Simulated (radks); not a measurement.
Ba32+, 24 electrons, occupied as [Ne] 3s2 3p5 3d7 (not the ground configuration).

Calculated with a radial shooting solver on a logarithmic mesh with Libxc functionals: scalar-relativistic Kohn-Sham, SCAN, spin-unpolarised, spherical densities, finite nucleus; meta-GGA in the generalised Kohn-Sham scheme; Fermi nuclear charge, rms radius 4.8378 fm.

Energy parts (eV):
| part | energy |
|---|---|
| total | -202953.86 |
| kinetic | 215117.13 |
| electron-nucleus | -456048.81 |
| Hartree | 42058.79 |
| exchange-correlation | -4080.97 |

Orbitals (lengths in bohr, moments of r in powers of bohr):
| orbital | occ. | eigenvalue (eV) | <r^4> |
|---|---|---|---|
| 1s | 2 | -38734.20 | 2.075e-06 |
| 2s | 2 | -7284.932 | 0.0003376 |
| 2p | 6 | -6678.245 | 0.0002448 |
| 3s | 2 | -2470.130 | 0.01163 |
| 3p | 5 | -2273.751 | 0.01158 |
| 3d | 7 | -2009.680 | 0.008606 |

The highest occupied level is 3d at -2009.7 eV. The density falls to 0.001 e/bohr^3 at r = 0.86 bohr. Summed over all electrons, <r^2> = 1.205 bohr^2, which gives a Langevin (diamagnetic) susceptibility term of -0.954 x 10^-6 cm^3/mol.

Empty levels of this run are not shown, since the potential may be unsettled where no density lies.
